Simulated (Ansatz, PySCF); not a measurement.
Reaction (SMILES): CCO[Si](C)(C)C + 6 [H][H] (H2) → 5 C (CH4) + O (H2O) + [SiH4] (SiH4)
Structures are relaxed separately at B3LYP-D3(BJ)/def2-TZVP in Ansatz (an electronic-structure program), one conformer each, not searched for the lowest.
Geometry of the first species:
```
Si
O 1 1.6574
C 2 1.4187 1 124.93
H 3 1.0969 2 110.04 1 59.03
H 3 1.0969 4 107.32 2 119.73
C 3 1.5150 4 110.02 5 119.70
H 6 1.0909 3 110.39 4 61.14
H 6 1.0909 7 108.27 3 -120.94
H 6 1.0922 7 108.60 8 -117.75
C 1 1.8657 2 105.27 3 180.00
H 10 1.0918 1 110.90 2 -59.93
H 10 1.0918 11 107.90 1 -121.64
H 10 1.0926 11 107.99 12 -116.50
C 1 1.8753 2 110.18 3 60.32
H 14 1.0923 1 111.10 2 57.26
H 14 1.0925 15 107.89 1 122.79
H 14 1.0929 15 107.82 16 115.68
C 1 1.8753 2 110.18 3 -60.32
H 18 1.0923 1 111.10 2 -57.26
H 18 1.0925 19 107.89 1 -122.79
H 18 1.0929 19 107.82 20 -115.68
```

Quantity: energy of full hydrogenation (enthalpy at 298 K, with B3LYP-D3(BJ) rigid-rotor harmonic-oscillator terms from PySCF), in eV. Cores are frozen in the correlated levels unless marked. No spin-orbit coupling. No relativistic terms. CBS marks a two-point X^-3 extrapolation of the correlation energy; Hartree-Fock from the larger set. The bracket is a focal-point correction in the basis named.

```csv
level,program,energy of full hydrogenation (eV)
HF/aug-cc-pV(T+d)Z,Ansatz,-2.06
BLYP-D4/def2-TZVPD,Ansatz + dftd4,-0.91
revPBE-D3(BJ)/def2-TZVPD,Ansatz + dftd3,-0.88
PBE0/STO-3G,Ansatz,-0.53
```

Task: Predict the RI-MP2/CBS(aug-cc-pV(T+d)Z,aug-cc-pV(Q+d)Z)+[CCSD(T)-MP2]/aug-cc-pV(T+d)Z result (Ansatz).

Result: -1.00 eV
